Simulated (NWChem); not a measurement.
Everything below was run with NWChem. System: GeI, charge 1, spin multiplicity 1, at the geometry of a parent with another charge or spin, in a state set for the comparison that need not be this species' ground state. Level: PBE0/x2c-SVPall-2c, spin-orbit ZORA.

Output (cleaned and shortened):

```
             Northwest Computational Chemistry Package (NWChem) 7.3.0
             --------------------------------------------------------

                                NWChem Input Module
                                -------------------

 Scaling coordinates for geometry "geometry" by  1.889725989
 (inverse scale =  0.529177249)

                             Geometry "geometry" -> ""
                             -------------------------

 Output coordinates in angstroms (scale by  1.889725989 to convert to a.u.)

  No.       Tag          Charge          X              Y              Z
 ---- ---------------- ---------- -------------- -------------- --------------
    1 Ge                  32.0000     0.00000000     0.00000000     1.57964400
    2 I                   53.0000     0.00000000     0.00000000    -0.95374700

 Effective nuclear repulsion energy (a.u.)     354.2621783623

            Nuclear Dipole moment (a.u.)
            ----------------------------
        X                 Y               Z
 ---------------- ---------------- ----------------
     0.0000000000     0.0000000000     0.0000321253


 Summary of "ao basis" -> "" (spherical)
 ------------------------------------------------------------------------------
       Tag                 Description            Shells   Functions and Types
 ---------------- ------------------------------  ------  ---------------------
 *                       x2c-svpall-2c                on all atoms

                                 NWChem DFT Module
                                 -----------------

 Summary of "ao basis" -> "ao basis" (spherical)
 ------------------------------------------------------------------------------
       Tag                 Description            Shells   Functions and Types
 ---------------- ------------------------------  ------  ---------------------
 Ge                      x2c-svpall-2c              14       38   5s6p3d
 I                       x2c-svpall-2c              18       50   6s8p4d

 Summary of "ao basis" -> "ao basis" (spherical)
 ------------------------------------------------------------------------------
       Tag                 Description            Shells   Functions and Types
 ---------------- ------------------------------  ------  ---------------------
 Ge                      x2c-svpall-2c              14       38   5s6p3d
 I                       x2c-svpall-2c              18       50   6s8p4d
[...]
    19     0.198210   0.347842  1 Ge py                18    -0.347841   0.198210  1 Ge px
    16     0.188066   0.330040  1 Ge py                15    -0.330040   0.188066  1 Ge px
    61    -0.096820  -0.169910  2 I  py                60     0.169910  -0.096820  2 I  px
    10    -0.087921  -0.154293  1 Ge py                 9     0.154293  -0.087921  1 Ge px
    58    -0.075048  -0.131703  2 I  py                57     0.131703  -0.075048  2 I  px

 Vector   87  Occ=0.000000D+00  E=-3.388517D-01
              MO Center=  7.2D-06, -4.2D-06,  1.2D-01, r^2= 4.7D-01
  Bfn.         Coefficient        Function           Bfn.         Coefficient        Function
  ----     -------------------  ------------         ----     -------------------  ------------
   106    -0.052275   0.356619  1 Ge px               107     0.356619   0.052275  1 Ge py
   103    -0.047330   0.322885  1 Ge px               104     0.322886   0.047330  1 Ge py
   148     0.030915  -0.210899  2 I  px               149    -0.210899  -0.030914  2 I  py
    18     0.113667   0.142088  1 Ge px                19    -0.142088   0.113667  1 Ge py
    15     0.102915   0.128648  1 Ge px                16    -0.128648   0.102915  1 Ge py

   alpha - beta orbital overlaps
   -----------------------------

   alpha      1      2      3      4      5      6      7      8      9     10
    beta      1      2      3      4      4      6      7      8      9     10
 overlap   1.132  1.358  1.497  0.912  0.195  0.689  0.689  0.691  1.152  1.152

   alpha     11     12     13     14     15     16     17     18     19     20
    beta     11      6      7      8     60     61     62     60     61     62
 overlap   1.170  0.194  0.194  0.194  0.096  0.096  0.148  0.085  0.085  0.080

   alpha     21     22     23     24     25     26     27     28     29     30
    beta      6      7      8     24     25     26     27     28     24     25
 overlap   0.018  0.018  0.017  0.705  0.706  0.706  0.706  0.705  0.240  0.239

   alpha     31     32     33     34     35     36     37     38     39     40
    beta     26     27     28     24     25     26     27     28     39     40
 overlap   0.239  0.239  0.240  0.030  0.030  0.029  0.030  0.030  1.171  1.530

   alpha     41     42     43     44     45     46     47     48     49     50
    beta     41     42     43     43     45     46     47     48     49     50
 overlap   1.849  2.046  0.992  0.258  1.298  1.298  1.298  1.618  1.618  1.614

   alpha     51     52     53     54     55     56     57     58     59     60
    beta     51     52     53     45     46     47     60     61     59     60
 overlap   1.417  1.417  1.387  0.020  0.020  0.020  0.275  0.275  0.216  0.306

   alpha     61     62     63     64     65     66     67     68     69     70
    beta     61     62     51     52     53     45     46     47     69     70
 overlap   0.306  0.211  0.024  0.024  0.023  0.056  0.056  0.057  1.153  1.153

   alpha     71     72     73     74     75     76     77     78     79     80
    beta     71     72     73     74     75     76     77     78     74     61
 overlap   1.153  1.153  1.153  1.134  1.134  1.136  1.134  1.134  0.020  0.026

   alpha     81     82     83     84     85     86     87     88
    beta     59     60     78     74     75     76     77     78
 overlap   0.025  0.026  0.020  0.015  0.015  0.015  0.015  0.015

     --------------------------
     Expectation value of S2:
     --------------------------
      <S2> =      0.0319 (Exact =     0.0000)

     Multipole analysis of the density
     ---------------------------------

     L   x y z        total         alpha         beta         nuclear
     -   - - -        -----         -----         ----         -------
     0   0 0 0      1.000000    -42.000000    -42.000000     85.000000

     1   1 0 0      0.000000      0.000000      0.000000      0.000000
     1   0 1 0     -0.000000     -0.000000     -0.000000      0.000000
     1   0 0 1      1.705855      0.852912      0.852912      0.000032

     2   2 0 0    -29.219930    -14.609965    -14.609965      0.000000
     2   1 1 0      0.000000      0.000000      0.000000      0.000000
     2   1 0 1      0.000000      0.000000      0.000000      0.000000
     2   0 2 0    -29.219930    -14.609965    -14.609965      0.000000
     2   0 1 1     -0.000000     -0.000000     -0.000000      0.000000
     2   0 0 2    -18.994604   -238.151429   -238.151429    457.308254

 Task  times  cpu:       28.8s     wall:       28.8s

 Total times  cpu:       28.9s     wall:       28.9s
```

Task: Write an NWChem input that would produce this output.

Result: One answer among several that fit: 
```
start mol
memory heap 200 mb stack 900 mb global 1100 mb
charge 1
geometry units angstroms nocenter noautoz noautosym
  Ge     0.000000     0.000000     1.579644
  I      0.000000     0.000000    -0.953747
end
basis spherical
  * library x2c-svpall-2c
end
relativistic
  zora on
end
dft
  xc pbe0
  semidirect memsize 60000000 filesize 0
  iterations 100
  grid fine
end
task sodft energy
```
